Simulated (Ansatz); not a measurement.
Geometry optimisation, UKS BHLYP-D4/def2-SVP in Ansatz 0.2.0.

Input file:

```yaml
crystal:
  periodic: [false, false, false]
  atoms:
    - { symbol: Al, position_ang: [-0.120008, 0.325957, -0.197933] }
    - { symbol: F, position_ang: [1.532408, -1.979045, 0.984547] }
    - { symbol: C, position_ang: [-0.000728, -0.176426, -2.080731] }
    - { symbol: C, position_ang: [0.774913, 1.886963, 0.560258] }
    - { symbol: H, position_ang: [0.681624, -2.088784, 1.27442] }
    - { symbol: C, position_ang: [-1.260487, -0.762884, 0.983817] }
    - { symbol: H, position_ang: [0.834051, -0.875938, -2.220526] }
    - { symbol: H, position_ang: [0.184852, 0.672402, -2.746597] }
    - { symbol: H, position_ang: [-0.901473, -0.693872, -2.428848] }
    - { symbol: H, position_ang: [1.4487, 1.588209, 1.372887] }
    - { symbol: H, position_ang: [1.366971, 2.449422, -0.167621] }
    - { symbol: H, position_ang: [0.050438, 2.580173, 1.005987] }
    - { symbol: H, position_ang: [-2.295532, -0.401479, 0.926951] }
    - { symbol: H, position_ang: [-0.982951, -0.705076, 2.042602] }
    - { symbol: H, position_ang: [-1.312877, -1.819422, 0.69069] }
magnetization:
  spin_polarized: true
basis:
  gaussian: { orbitals: def2-SVP }
hamiltonian:
  xc: { name: BHLYP }
  dispersion: d4
relax:
  f_tol: 0.03
  max_steps: 50
```

Run as:

```bash
$ ansatz run input.yaml --threads 4 --pin off --max-ram 5120MiB --backend cpu --events-out ev --progress --plain --runs-dir out
```

Where does it end, and by what steps?

The forces met the threshold. The force dipped under the threshold on the way, but the program's further checks kept it going. After 24 steps the energy has fallen by 0.284 eV; H8 moved furthest, 0.93 Å. Joined: Al1–F2 (3.07 → 2.12 Å).

| step | energy less start (eV) | largest force component (eV/Å) | accepted |
| --- | --- | --- | --- |
| 0 | 0.0000 | 0.730 | yes |
| 1 | -0.0513 | 0.949 | yes |
| 2 | -0.1197 | 0.764 | yes |
| 3 | -0.2102 | 0.331 | yes |
| 4 | -0.2383 | 0.163 | yes |
| 5 | -0.2510 | 0.149 | yes |
| 6 | -0.2566 | 0.113 | yes |
| 7 | -0.2580 | 0.278 | yes |
| 8 | -0.2624 | 0.039 | yes |
| 9 | -0.2666 | 0.021 | yes |
| 10 | -0.2497 | 0.608 | no |
| 11 | -0.2700 | 0.072 | yes |
| 12 | -0.2713 | 0.205 | yes |
| 13 | -0.2746 | 0.089 | yes |
| 14 | -0.2765 | 0.066 | yes |
| 15 | -0.2793 | 0.045 | yes |
| 16 | -0.2620 | 0.657 | no |
| 17 | -0.2798 | 0.035 | yes |
| 18 | -0.2809 | 0.073 | yes |
| 19 | -0.2816 | 0.120 | yes |
| 20 | -0.2824 | 0.080 | yes |
| 21 | -0.2832 | 0.036 | yes |
| 22 | -0.2836 | 0.051 | yes |
| 23 | -0.2837 | 0.030 | yes |
| 24 | -0.2838 | 0.010 | yes |

```xyz
15
Properties=species:S:1:pos:R:3
Al 0.020 0.108 -0.087
F 1.386 -1.390 0.542
C 0.002 -0.238 -2.015
C 0.912 1.702 0.623
H 0.872 -1.916 1.102
C -1.367 -0.757 1.031
H 0.984 -0.080 -2.477
H -0.692 0.445 -2.523
H -0.321 -1.255 -2.265
H 1.088 1.646 1.703
H 1.877 1.894 0.139
H 0.296 2.595 0.452
H -2.311 -0.205 0.935
H -1.140 -0.759 2.105
H -1.604 -1.788 0.734
```

Whether the end is a true minimum wasn't checked by a vibrational analysis.

Run time: 2.1 min on 4 threads of Arm Neoverse N1, with other jobs on the host, peak memory 0.41 GiB.
